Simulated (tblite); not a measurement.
Compound: C6H11S (charge -1).
Numbering: `[S-:1][CH2:2][CH:3]1[CH2:4][CH2:5][CH2:6][CH2:7]1` (hydrogens: H8, H9 on C2; H10 on C3; H11, H12 on C4; H13, H14 on C5; H15, H16 on C6; H17, H18 on C7)

Computed with GFN2-xTB (tblite), gas phase: Langevin dynamics at 300 K from the optimised GFN2-xTB geometry, time step 0.5 fs, friction 0.01 fs⁻¹, 2000 steps.

Start geometry:
```
atom  x, y, z in Å
S1      1.868    1.632   -1.391
C2      2.070    0.419   -0.070
C3      0.747   -0.205    0.386
C4     -0.274    0.857    0.827
C5     -1.632    0.444    0.234
C6     -1.420   -0.966   -0.318
C7      0.041   -0.949   -0.746
H8      2.741   -0.381   -0.417
H9      2.553    0.908    0.790
H10     0.950   -0.901    1.217
H11    -0.314    0.943    1.915
H12     0.043    1.815    0.410
H13    -1.893    1.114   -0.586
H14    -2.437    0.482    0.973
H15    -1.568   -1.710    0.472
H16    -2.102   -1.201   -1.139
H17     0.166   -0.350   -1.652
H18     0.452   -1.946   -0.916
```

The statistics below take the 31 frames saved every 25 fs from 250 to 1000 fs; their kinetic temperature (all 3N coordinates) averages 277 K.

**Question.** Give the mean, spread and extremes of the bond lengths.

**Answer.** 
```json
{"bond": "S1–C2", "start (Å)": "1.805", "mean (Å)": "1.815", "standard deviation (Å)": "0.048", "shortest (Å)": "1.719", "longest (Å)": "1.930"}
{"bond": "C2–C3", "start (Å)": "1.532", "mean (Å)": "1.538", "standard deviation (Å)": "0.035", "shortest (Å)": "1.482", "longest (Å)": "1.615"}
{"bond": "C3–C4", "start (Å)": "1.537", "mean (Å)": "1.541", "standard deviation (Å)": "0.033", "shortest (Å)": "1.463", "longest (Å)": "1.619"}
{"bond": "C4–C5", "start (Å)": "1.538", "mean (Å)": "1.522", "standard deviation (Å)": "0.024", "shortest (Å)": "1.475", "longest (Å)": "1.573"}
{"bond": "C5–C6", "start (Å)": "1.529", "mean (Å)": "1.547", "standard deviation (Å)": "0.029", "shortest (Å)": "1.483", "longest (Å)": "1.589"}
{"bond": "C6–C7", "start (Å)": "1.522", "mean (Å)": "1.541", "standard deviation (Å)": "0.030", "shortest (Å)": "1.482", "longest (Å)": "1.605"}
{"bond": "C3–C7", "start (Å)": "1.528", "mean (Å)": "1.525", "standard deviation (Å)": "0.036", "shortest (Å)": "1.439", "longest (Å)": "1.607"}
{"bond": "C2–H8", "start (Å)": "1.101", "mean (Å)": "1.110", "standard deviation (Å)": "0.022", "shortest (Å)": "1.061", "longest (Å)": "1.163"}
{"bond": "C2–H9", "start (Å)": "1.101", "mean (Å)": "1.118", "standard deviation (Å)": "0.043", "shortest (Å)": "1.038", "longest (Å)": "1.204"}
{"bond": "C3–H10", "start (Å)": "1.103", "mean (Å)": "1.111", "standard deviation (Å)": "0.022", "shortest (Å)": "1.069", "longest (Å)": "1.164"}
{"bond": "C4–H11", "start (Å)": "1.093", "mean (Å)": "1.098", "standard deviation (Å)": "0.024", "shortest (Å)": "1.053", "longest (Å)": "1.152"}
{"bond": "C4–H12", "start (Å)": "1.092", "mean (Å)": "1.095", "standard deviation (Å)": "0.027", "shortest (Å)": "1.051", "longest (Å)": "1.171"}
{"bond": "C5–H13", "start (Å)": "1.091", "mean (Å)": "1.099", "standard deviation (Å)": "0.032", "shortest (Å)": "1.048", "longest (Å)": "1.171"}
{"bond": "C5–H14", "start (Å)": "1.093", "mean (Å)": "1.097", "standard deviation (Å)": "0.027", "shortest (Å)": "1.056", "longest (Å)": "1.153"}
{"bond": "C6–H15", "start (Å)": "1.095", "mean (Å)": "1.094", "standard deviation (Å)": "0.031", "shortest (Å)": "1.010", "longest (Å)": "1.166"}
{"bond": "C6–H16", "start (Å)": "1.092", "mean (Å)": "1.097", "standard deviation (Å)": "0.029", "shortest (Å)": "1.045", "longest (Å)": "1.159"}
{"bond": "C7–H17", "start (Å)": "1.093", "mean (Å)": "1.093", "standard deviation (Å)": "0.019", "shortest (Å)": "1.035", "longest (Å)": "1.128"}
{"bond": "C7–H18", "start (Å)": "1.092", "mean (Å)": "1.099", "standard deviation (Å)": "0.038", "shortest (Å)": "1.035", "longest (Å)": "1.177"}
```

**Question.** Give the same statistics for bond angles, one of each kind among heavy atoms.

**Answer.** 
| angle | start (°) | mean (°) | standard deviation (°) | smallest (°) | largest (°) |
| --- | --- | --- | --- | --- | --- |
| S1–C2–C3 | 113.3 | 114.1 | 4.9 | 105.3 | 124.7 |
| C2–C3–C4 | 112.2 | 113.8 | 3.8 | 106.8 | 121.5 |
| C4–C3–C7 | 104.0 | 101.7 | 2.2 | 97.6 | 105.5 |
| C3–C4–C5 | 106.9 | 104.6 | 2.5 | 98.4 | 109.7 |
| C4–C5–C6 | 105.3 | 105.5 | 2.4 | 101.9 | 113.5 |
| C5–C6–C7 | 102.9 | 104.4 | 2.8 | 96.3 | 110.9 |
| C3–C7–C6 | 104.0 | 104.5 | 2.5 | 99.5 | 109.7 |

**Question.** How far does each atom move about its mean position (frames aligned on the start, all atoms weighted alike), and what rms force does it feel?

**Answer.** 
| atom | rms displacement (Å) | rms force (eV/Å) |
| --- | --- | --- |
| S1 | 0.28 | 0.94 |
| C2 | 0.09 | 1.80 |
| C3 | 0.07 | 1.86 |
| C4 | 0.13 | 1.61 |
| C5 | 0.12 | 2.01 |
| C6 | 0.09 | 1.73 |
| C7 | 0.09 | 1.91 |
| H8 | 0.21 | 0.80 |
| H9 | 0.23 | 1.18 |
| H10 | 0.14 | 0.82 |
| H11 | 0.32 | 0.84 |
| H12 | 0.30 | 0.87 |
| H13 | 0.36 | 1.04 |
| H14 | 0.36 | 0.99 |
| H15 | 0.27 | 1.05 |
| H16 | 0.28 | 0.91 |
| H17 | 0.20 | 0.80 |
| H18 | 0.18 | 1.20 |

The displacements run from 0.07 to 0.36 Å.

**Question.** Follow the torsion S1–C2–C3–C4 through every second one of these frames.

**Answer.** 
```json
{"t (fs)": "250", "S1–C2–C3–C4 (°)": "-69"}
{"t (fs)": "300", "S1–C2–C3–C4 (°)": "-71"}
{"t (fs)": "350", "S1–C2–C3–C4 (°)": "-62"}
{"t (fs)": "400", "S1–C2–C3–C4 (°)": "-43"}
{"t (fs)": "450", "S1–C2–C3–C4 (°)": "-52"}
{"t (fs)": "500", "S1–C2–C3–C4 (°)": "-43"}
{"t (fs)": "550", "S1–C2–C3–C4 (°)": "-53"}
{"t (fs)": "600", "S1–C2–C3–C4 (°)": "-57"}
{"t (fs)": "650", "S1–C2–C3–C4 (°)": "-73"}
{"t (fs)": "700", "S1–C2–C3–C4 (°)": "-76"}
{"t (fs)": "750", "S1–C2–C3–C4 (°)": "-64"}
{"t (fs)": "800", "S1–C2–C3–C4 (°)": "-51"}
{"t (fs)": "850", "S1–C2–C3–C4 (°)": "-60"}
{"t (fs)": "900", "S1–C2–C3–C4 (°)": "-64"}
{"t (fs)": "950", "S1–C2–C3–C4 (°)": "-43"}
{"t (fs)": "1000", "S1–C2–C3–C4 (°)": "-41"}
```

Largest departure from the start value over all these frames: S1–C2–C3–C4 26° (start -56°).

**Question.** How widely does the potential energy scatter, against a harmonic estimate?

**Answer.** Mean 0.59 eV above the start, standard deviation 0.138 eV, range 0.31 to 0.93 eV. For 48 classical harmonic modes at 300 K the canonical values are 48kT/2 = 0.62 eV and kT·√(48/2) = 0.127 eV.

The run is classical and short, so these are rough statistics of one trajectory.

What follows is the cost of the whole dynamics run. The run took 9.6 s of wall time on one thread, x86-64 server, no GPU, shared host.
